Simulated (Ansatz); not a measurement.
A run for Ansatz (a quantum-chemistry and plane-wave program): U-PBE/def2-TZVPPD on O (SMILES [O]). The basis file is the Basis Set Exchange's JSON of that set.

Ansatz 0.2 input:
```yaml
crystal:
  periodic: [false, false, false]
  atoms:
    - {symbol: O, position_ang: [0.00000000, 0.00000000, 0.00000000]}
basis:
  gaussian:
    orbitals: def2-TZVPPD.json
hamiltonian:
  xc: {name: PBE}
magnetization: {spin_polarized: true, initial_magnetization: 2}
```

The log:

```
WARN ansatz: RAYON_NUM_THREADS=1 ignored (pool sized by the plan → 1); use --threads N
Functional definition: PBE
integrals: 0.00 GiB planned
184 factors; their error is unknown
mean field: 0.07 GiB planned
mean field evaluation 1: about -2040.8385 eV, gradient 1.0e1 eV
mean field evaluation 2: about -2040.7986 eV, gradient 1.0e1 eV
mean field evaluation 4: about -2041.1469 eV, gradient 2.8e-2 eV
mean field evaluation 8: about -2041.1448 eV, gradient 7.5e-4 eV
mean field evaluation 16: about -2041.1448 eV, gradient 2.7e-5 eV
mean field evaluation 32: about -2041.1448 eV, gradient 3.4e-5 eV
mean field -2041.14482279 eV, -75.0106886997 hartree, gradient 3.4e-5 eV, S^2 2.003157; 2 other end points of the search recorded, 0 dependent functions left out
reference -2041.14486472 eV, -75.0106902407 hartree; 5, 3 occupied and 35, 37 virtual orbitals, 184 factors
Total energy: -2041.14486472 eV, -75.0106902407 hartree
```

The calculation finished and met its thresholds.

Cost: about 0.5 core-seconds (a rough figure).
